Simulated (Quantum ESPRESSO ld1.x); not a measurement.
Results of a calculation; reference values are marked as such.
Q: All-electron atom: neutral cerium in [Xe] 4f1 5d1 6s2. Level of theory: Dirac Kohn-Sham, relativistic LDA (MacDonald-Vosko exchange, VWN5 correlation), spin-unpolarised, spherical densities, point nucleus; open shells are shared between the two j in proportion to 2j + 1 (ld1.x of Quantum ESPRESSO 7.5). Some entries of the table are withheld. Estimate them.

orbital      occ.  eigenvalue (eV)  <r^2> (bohr^2)
1s1/2           2         -39988.4       0.0008270
2s1/2           2         -6409.11         0.01308
2p1/2           2         -6058.57        0.009581
2p3/2           4         -5616.59         0.01084
3s1/2           2         -1380.50         0.08922
3p1/2           2         -1230.70             (1)
3p3/2           4         -1143.81             (2)
3d3/2           4         -879.760         0.07477
3d5/2           6         -861.003         0.07691
4s1/2           2         -279.001          0.4607
4p1/2           2         -223.203          0.4914
4p3/2           4         -204.390          0.5331
4d3/2           4         -112.312             (3)
4d5/2           6         -109.003             (4)
5s1/2           2         -40.5625           2.590
5p1/2           2         -25.2143           3.295
5p3/2           4         -22.4323           3.631
4f5/2    0.428571          -5.9588           1.581
4f7/2    0.571429          -5.6232           1.622
6s1/2           2          -3.8705           21.02
5d3/2         0.4          -3.3212           10.16
5d5/2         0.6          -3.1174           10.67

A: 
(1) 3p1/2 <r^2> (bohr^2): 0.08395
(2) 3p3/2 <r^2> (bohr^2): 0.09148
(3) 4d3/2 <r^2> (bohr^2): 0.6344
(4) 4d5/2 <r^2> (bohr^2): 0.6512
